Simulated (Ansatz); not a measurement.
Two structures, one formula

The two ends of one reaction step of SiH4BrCl, singlet (PBE0-D4/def2-TZVP).

A:

```
7
angstrom
Si -0.7784 0.1586 1.1587
H 1.4603 -0.3496 -2.3006
H -0.8184 -0.8256 2.2575
H -1.6825 1.3026 1.3859
Cl -1.3364 -0.7754 -0.5687
H 1.8722 -0.4350 -2.9172
Br 1.2833 0.9243 0.9845
```

B:

```csv
atom,x (Å),y (Å),z (Å)
Si1,-0.8928,-0.3836,-0.0516
H2,0.0566,-0.4625,-1.1851
H3,-0.3568,-1.0888,1.1333
H4,-1.2147,1.0246,0.2676
Cl5,-2.6338,-1.3237,-0.6214
H6,2.8086,0.9742,-0.4051
Br7,2.2329,1.2597,0.8624
```

Ansatz 0.2.0; basis: def2-TZVPP; cores frozen in the correlated methods. Filled d shells of the heavier atoms are correlated. The def2 sets are not built for correlating such inner shells, so the correlated values are less sure here. B3LYP uses VWN-RPA correlation.

Q: Which structure is lower at CCSD(T), and by how much? (Judge from chemistry; the value comes from the calculation.)

A: The calculation gives: A, by 0.650 eV (electronic energy, against the other). By their contacts, A is a complex of SiH₂BrCl ([Cl][SiH2][Br]) + H₂ and B is a complex of SiH₃Cl ([SiH3][Cl]) + HBr.

All methods give the same order:

```json
{"method": "SPW92", "E(B) − E(A) (eV)": "0.645"}
{"method": "PBE-D4", "E(B) − E(A) (eV)": "0.727"}
{"method": "BLYP-D4", "E(B) − E(A) (eV)": "0.702"}
{"method": "r2SCAN-D4", "E(B) − E(A) (eV)": "0.752"}
{"method": "B97M-V", "E(B) − E(A) (eV)": "0.670"}
{"method": "PBE0-D4", "E(B) − E(A) (eV)": "0.714"}
{"method": "B3LYP-D4", "E(B) − E(A) (eV)": "0.688"}
{"method": "r2SCAN0-D4", "E(B) − E(A) (eV)": "0.736"}
{"method": "BHLYP-D4", "E(B) − E(A) (eV)": "0.676"}
{"method": "CAM-B3LYP-D4", "E(B) − E(A) (eV)": "0.636"}
{"method": "wB97X-V", "E(B) − E(A) (eV)": "0.677"}
{"method": "wB97M-V", "E(B) − E(A) (eV)": "0.703"}
{"method": "B2PLYP", "E(B) − E(A) (eV)": "0.685"}
{"method": "PBE-QIDH", "E(B) − E(A) (eV)": "0.724"}
{"method": "RPA on PBE", "E(B) − E(A) (eV)": "0.597"}
{"method": "HF", "E(B) − E(A) (eV)": "0.594"}
{"method": "MP2", "E(B) − E(A) (eV)": "0.761"}
{"method": "CCSD", "E(B) − E(A) (eV)": "0.618"}
{"method": "CCSD(T)", "E(B) − E(A) (eV)": "0.650"}
```

T1 diagnostic: at most 0.008.

Labels in which every atom is bracketed show which atoms are joined, not bond orders.

For scale, one of the runs: CCSD(T)/def2-TZVPP, 188 basis functions, launched by `ansatz run in.yaml --threads 4 --pin off --events-out ev --progress --plain --max-ram 9574MiB`. Time: 36 s of wall clock on 4 CPU threads of an Arm Neoverse V2; the host was shared. Peak host memory: 1.8 GiB.
